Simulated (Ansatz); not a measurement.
`C1[NH][GeH2][SiH2]1`. Charge 0, multiplicity 1. All single points use the PBE0-D4/def2-TZVP geometry.

```xyz
11

C     1.059    0.537    0.297
N     0.783   -0.905    0.296
Ge   -0.904   -1.127   -0.457
Si   -0.742    1.159    0.155
H     1.583    0.859    1.204
H     1.647    0.886   -0.564
H     1.575   -1.506    0.120
H    -1.743   -2.182    0.290
H    -0.909   -1.504   -1.960
H    -0.986    2.245   -0.832
H    -1.364    1.539    1.451
```

Q: What is the dipole moment at PBE/def2-TZVPP? (Estimate.)

A: Ansatz gave: 0.80 D, with components (0.66, 0.16, -0.42) D in this frame, pointing from negative to positive charge.

Q: And with r2SCAN, B3LYP, ωB97M-V? (Estimate.)

A: Ansatz gave: r2SCAN 0.80 D, B3LYP 0.76 D, ωB97M-V 0.76 D.

Q: Give the Mulliken charges with PBE, r2SCAN, B3LYP in def2-TZVPP. (An estimate is asked.)

A: Computed: 
```tsv
atom	PBE	r2SCAN	B3LYP
C1	-0.15	-0.10	-0.17
N2	-0.31	-0.38	-0.36
Ge3	0.21	0.23	0.22
Si4	0.13	0.23	0.21
H5	0.09	0.06	0.09
H6	0.09	0.06	0.09
H7	0.13	0.13	0.11
H8	-0.02	-0.03	-0.02
H9	-0.05	-0.05	-0.04
H10	-0.05	-0.07	-0.07
H11	-0.05	-0.07	-0.06
```

B3LYP here is the variant with VWN-RPA as its local correlation; programs differ in this.
